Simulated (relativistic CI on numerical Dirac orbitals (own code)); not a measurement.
# Mo XXXI: sensitivity of the levels to the model

Base calculation: Dirac-Coulomb-Breit CI, separate exchange-only KLI orbitals for each configuration, model QED (radiative potential, 1s self-energy scaled to tabulated hydrogen-like ionisation energies), unscaled Slater integrals.

CI space (outside the closed core [Ne]): 3s2, 3s.3p, 3p2, 3s.3d, 3d2, 3p.3d, 3p.4s, 3d.4s, 3s.4s, 3s.4p, 3s.4d, 3s.4f, 3s.5s, 3s.5p, 3s.5d, 4s2. Levels of other configurations are missing.

The lowest level and the first level of each name with at least 55 % of one term (blank where a level has no safe partner in the second run):

```csv
Level,Base (cm⁻¹),Shift (cm⁻¹)
3s2 1S_0,0,0
3s.3p 3P°_0,486167,-25538
3s.3p 3P°_1,524299,-63670
3s.3p 3P°_2,696507,-235878
3s.3p 1P°_1,867359,-205686
3p2 3P_0,1172038,-104378
3p2 1D_2,1330527,-269887
3p2 3P_1,1337460,-269799
3p2 3P_2,1520107,-452446
3s.3d 3D_1,1546302,-247208
3s.3d 3D_2,1563710,-264616
3s.3d 3D_3,1588857,-289763
3p2 1S_0,1671404,-434188
3s.3d 1D_2,1752995,-304610
```

At this charge energies of transitions that change n are usually good to better than 1 %, and those within a shell (Δn = 0) to a few per cent.

**Question.** One thing was changed in a second run, which moved the levels as shown. Which?
A. QED terms removed
B. non-relativistic limit
C. one mean potential for all configurations
D. Breit term removed
E. configuration mixing switched off

**Answer.** B. Non-relativistic limit. Without relativity the fine structure collapses and s electrons lose their extra binding.

LS names give the leading component of a level, which can be under half, so a name can repeat, a term be missing and a line seem to break the LS rules.
